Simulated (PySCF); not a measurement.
A structure optimised at PBE-D3(BJ)/def2-SVP, used in a PySCF frequency run:

```xyz
8

C     -1.2054    -2.2503     0.0000
Si     0.1077    -0.9267     0.0000
F      1.5838    -1.6320     0.0000
I     -0.0389     0.4596    -2.0217
I     -0.0389     0.4596     2.0217
H     -1.0962    -2.8824     0.9042
H     -2.2125    -1.7902     0.0000
H     -1.0962    -2.8824    -0.9042
```
Charge 0, spin multiplicity 1.

Question: Write its SMILES, formula and point group.

Answer: C[Si](F)(I)I, CH3FI2Si, Cs

Question: What are its rotational constants (standard atomic weights)?

Answer: 1.8032, 0.45499, 0.40507 GHz
